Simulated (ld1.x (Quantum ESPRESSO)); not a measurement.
**What one change does to a pseudopotential (Ce (Z = 58), TM)**

Ce, norm-conserving Troullier–Martins (Kleinman–Bylander form), made with ld1.x (Quantum ESPRESSO) 7.5 (LDA (PZ), scalar-relativistic). Core [Xe], reference 4f1 5d1 6s1.75 6p0.25. Waves: 6s (bound): rc 2.80 bohr; 5d (bound): rc 3.90 bohr; 4f (bound): rc 1.50 bohr; 6p (bound): rc 3.85 bohr. Local part: the p channel. Core correction: none.

Change: wave 5d (bound): rc 3.90 bohr becomes 5d (bound): rc 5.60 bohr.

Cutoffs: the cutoffs (Ry, on a coarse ladder) from which the occupation-weighted sum of valence levels, in a spherical-Bessel basis at the reference potential, stays within 10 and 1 mRy of its value at 400 Ry; they do not see the model core or the augmentation charge, which bear on the density cutoff. Errors are all-electron minus pseudo energies relative to the spin-unpolarised reference configuration.

**Question.** How do hardness, ghosts and transferability respond?

**Answer.** The potential gets neither clearly harder nor softer (140 Ry and 160 Ry → 140 Ry and 160 Ry); the bound ghost in s disappears; of the 8 tests that both files solve, the error grows in 2 and shrinks in 2 by more than 15 % and 0.3 meV (median size 195.0 → 305.4 meV).

```tsv
quantity	base	changed
cutoff, loose	140 Ry	140 Ry
cutoff, tight	160 Ry	160 Ry
loose cutoff by channel (10 mRy a level)	s 6 Ry, d 10 Ry, f 140 Ry, p 6 Ry	s 6 Ry, d 6 Ry, f 140 Ry, p 6 Ry
bound ghosts	s	none
tests counted (converged, no solver errors)	8 of 9	8 of 9
error for 4f1 5d1 6s2 6p0, meV [ΔE -0.62 eV]	+1.4	+1.3
error for 4f1 5d1 6s1 6p0, meV [ΔE 5.65 eV]	+70	+66
error for 4f1 5d1 6s0 6p0, meV [ΔE 17.00 eV]	+84	+31
error for 4f2 5d0 6s1 6p0, meV [ΔE 4.82 eV]	-306	-545
error for 4f1 5d0 6s0 6p0, meV [ΔE 36.33 eV]	+651	+959
error for 4f1 5d1 6s0 6p1, meV [ΔE 8.80 eV]	+33	+14
error for 4f1 5d1 6s1.75 6p0.25 (spin-polarised), meV [ΔE -0.40 eV]	+1704	+1628
error for 4f1 5d1 6s2 6p0 (spin-polarised), meV [ΔE -0.94 eV]	+1674	+1592
```

Base: Tests not counted: 4f0 5d1 6s2 6p0 (solver errors, printed error -26.7 eV). These tests converged, but a pseudo level misses the all-electron one widely, so the file describes the atom poorly there or has found another state: 4f2 5d0 6s1 6p0: 4f by 1.5 eV; 4f1 5d0 6s0 6p0: empty 6s by 4.3 eV. Changed file: Tests not counted: 4f0 5d1 6s2 6p0 (solver errors, printed error -26.4 eV). These tests converged, but a pseudo level misses the all-electron one widely, so the file describes the atom poorly there or has found another state: 4f2 5d0 6s1 6p0: 4f by 1.9 eV; 4f1 5d0 6s0 6p0: empty 6s by 4.0 eV. A true bound ghost makes a file unfit for plane-wave use even where its test errors are small: the radial tests pick states by their node count and pass the ghost by. Where a test does run into it, the solver fails or the error is huge.
